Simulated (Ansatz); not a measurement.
A short molecular-dynamics run on ZrTe2⁻ (the lowest doublet isomer of a short search).

```yaml
crystal:
  periodic: [false, false, false]
  atoms:
    - {symbol: Zr, position_ang: [0.715620, 0.103328, 0.537601]}
    - {symbol: Te, position_ang: [-1.171527, -1.609190, 1.113732]}
    - {symbol: Te, position_ang: [0.455917, 1.505872, -1.651324]}
basis:
  gaussian: {orbitals: def2-SVP}
total_charge: -1
magnetization: {spin_polarized: true, initial_magnetization: 1}
hamiltonian: {xc: {name: BLYP}}
md: {timestep: 1 fs, n_steps: 15, ensemble: nve, temperature: 1500, initial_velocities: maxwell_boltzmann, seed: 417}
scf: {omitted_lower_state_checks: [starts]}
```

```sh
$ ansatz run in.yaml --threads 4 --pin off --events-out ev --progress --plain --max-ram 3916MiB
```

| step | time (fs) | potential energy (eV) | kinetic (eV) | T (K) | conserved (eV) |
| --- | --- | --- | --- | --- | --- |
| 0 | 0.0 | -15866.3177 | 0.1939 | 1500 | -15866.1238 |
| 1 | 1.0 | -15866.3202 | 0.1964 | 1520 | -15866.1238 |
| 2 | 2.0 | -15866.3219 | 0.1981 | 1533 | -15866.1238 |
| 3 | 3.0 | -15866.3227 | 0.1989 | 1539 | -15866.1238 |
| 4 | 4.0 | -15866.3226 | 0.1989 | 1538 | -15866.1238 |
| 5 | 5.0 | -15866.3218 | 0.1980 | 1532 | -15866.1238 |
| 6 | 6.0 | -15866.3202 | 0.1964 | 1519 | -15866.1238 |
| 7 | 7.0 | -15866.3178 | 0.1941 | 1501 | -15866.1237 |
| 8 | 8.0 | -15866.3148 | 0.1911 | 1478 | -15866.1237 |
| 9 | 9.0 | -15866.3113 | 0.1875 | 1451 | -15866.1237 |
| 10 | 10.0 | -15866.3071 | 0.1834 | 1419 | -15866.1237 |
| 11 | 11.0 | -15866.3025 | 0.1788 | 1383 | -15866.1237 |
| 12 | 12.0 | -15866.2975 | 0.1737 | 1344 | -15866.1237 |
| 13 | 13.0 | -15866.2921 | 0.1684 | 1302 | -15866.1237 |
| 14 | 14.0 | -15866.2864 | 0.1627 | 1259 | -15866.1237 |
| 15 | 15.0 | -15866.2805 | 0.1568 | 1213 | -15866.1237 |

Velocities are drawn at the set temperature; a run this short doesn't reach equilibrium.

In the def2 sets Te, Zr take a core potential; there is no spin–orbit coupling. The highest occupied level of an anion often lies above zero with these methods, and sets without diffuse functions describe the outer electron poorly.

Frames (Å, forces in eV/Å):

```xyz
3
time=0.0 fs
Zr    0.716    0.103    0.538    0.438    0.063    0.329
Te   -1.172   -1.609    1.114   -0.378   -0.335    0.105
Te    0.456    1.506   -1.651   -0.060    0.272   -0.434
3
time=1.0 fs
Zr    0.718    0.106    0.536    0.359   -0.022    0.373
Te   -1.174   -1.612    1.115   -0.297   -0.264    0.082
Te    0.456    1.506   -1.652   -0.062    0.286   -0.455
3
time=2.0 fs
Zr    0.721    0.109    0.534    0.282   -0.106    0.415
Te   -1.176   -1.615    1.116   -0.219   -0.194    0.060
Te    0.457    1.507   -1.652   -0.063    0.300   -0.475
3
time=3.0 fs
Zr    0.724    0.112    0.533    0.207   -0.187    0.456
Te   -1.179   -1.617    1.118   -0.143   -0.126    0.039
Te    0.457    1.507   -1.652   -0.065    0.313   -0.495
3
time=4.0 fs
Zr    0.727    0.116    0.531    0.135   -0.266    0.496
Te   -1.182   -1.620    1.119   -0.068   -0.060    0.018
Te    0.458    1.508   -1.652   -0.066    0.325   -0.514
3
time=5.0 fs
Zr    0.730    0.119    0.530    0.064   -0.341    0.533
Te   -1.184   -1.623    1.120    0.003    0.004   -0.003
Te    0.458    1.508   -1.653   -0.067    0.337   -0.531
3
time=6.0 fs
Zr    0.733    0.121    0.529   -0.004   -0.414    0.569
Te   -1.187   -1.625    1.122    0.073    0.066   -0.022
Te    0.459    1.509   -1.653   -0.068    0.348   -0.547
3
time=7.0 fs
Zr    0.736    0.124    0.527   -0.070   -0.484    0.603
Te   -1.189   -1.628    1.123    0.139    0.125   -0.041
Te    0.459    1.510   -1.653   -0.069    0.358   -0.562
3
time=8.0 fs
Zr    0.738    0.127    0.526   -0.134   -0.550    0.635
Te   -1.192   -1.631    1.125    0.204    0.183   -0.059
Te    0.460    1.510   -1.654   -0.070    0.367   -0.575
3
time=9.0 fs
Zr    0.741    0.130    0.525   -0.195   -0.613    0.664
Te   -1.194   -1.633    1.126    0.266    0.238   -0.077
Te    0.460    1.511   -1.654   -0.071    0.376   -0.587
3
time=10.0 fs
Zr    0.744    0.133    0.524   -0.254   -0.673    0.691
Te   -1.197   -1.636    1.127    0.325    0.291   -0.093
Te    0.461    1.512   -1.655   -0.071    0.383   -0.597
3
time=11.0 fs
Zr    0.747    0.136    0.523   -0.310   -0.730    0.715
Te   -1.199   -1.639    1.129    0.381    0.341   -0.109
Te    0.461    1.512   -1.656   -0.071    0.389   -0.606
3
time=12.0 fs
Zr    0.750    0.138    0.522   -0.364   -0.783    0.737
Te   -1.201   -1.641    1.130    0.436    0.389   -0.125
Te    0.461    1.513   -1.656   -0.071    0.394   -0.612
3
time=13.0 fs
Zr    0.752    0.141    0.521   -0.416   -0.832    0.756
Te   -1.204   -1.644    1.131    0.487    0.435   -0.139
Te    0.462    1.514   -1.657   -0.071    0.397   -0.617
3
time=14.0 fs
Zr    0.755    0.143    0.520   -0.466   -0.878    0.773
Te   -1.206   -1.647    1.133    0.536    0.479   -0.153
Te    0.462    1.515   -1.658   -0.070    0.400   -0.620
3
time=15.0 fs
Zr    0.758    0.145    0.519   -0.514   -0.921    0.787
Te   -1.208   -1.649    1.134    0.583    0.520   -0.166
Te    0.463    1.516   -1.659   -0.069    0.401   -0.621
```

Run time 25 s (4 threads of Arm Neoverse V2 on a shared host).
